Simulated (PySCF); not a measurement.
# Ge (germanium, neutral) across methods

[Ar] 3d10 4s1 4p3, high-spin 5S determinant (an excited configuration). Computed with PySCF 2.14 in aug-cc-pwCVTZ-PP with ECP10MDF (8s7p6d4f1g, 96 functions), with scalar relativity through the core potential.

| method | E (hartree) | mean ε 3d β (eV) | mean ε 4s α (eV) | mean ε 4p α (eV) | Σ⟨r²⟩ (bohr²) | ⟨S²⟩ |
| --- | --- | --- | --- | --- | --- | --- |
| PBEsol | -294.0225 | -30.381 | -13.546 | -5.326 | 41.41 | 6.002 |
| UHF | -293.22491 | -44.437 | -20.487 | -9.294 | 41.19 | 6.003 |
| LDA | -293.8551 | -30.640 | -13.697 | -5.398 | 41.58 | 6.001 |
| PBE0 | -294.3046 | -34.184 | -15.410 | -6.423 | 41.19 | 6.001 |
| TPSSh | -294.2626 | -31.919 | -14.384 | -5.798 | 41.19 | 6.001 |
| r2SCAN | -294.2331 | -30.683 | -14.323 | -5.676 | 40.77 | 6.002 |
| PW91 | -294.4462 | -30.539 | -13.600 | -5.375 | 41.53 | 6.001 |
| wB97M-V | -294.1497 | -36.447 | -18.113 | -8.421 | 41.42 | 6.001 |
| PBE | -294.3332 | -30.456 | -13.530 | -5.337 | 41.58 | 6.001 |

Energies and moments cover only the electrons outside the core potential.
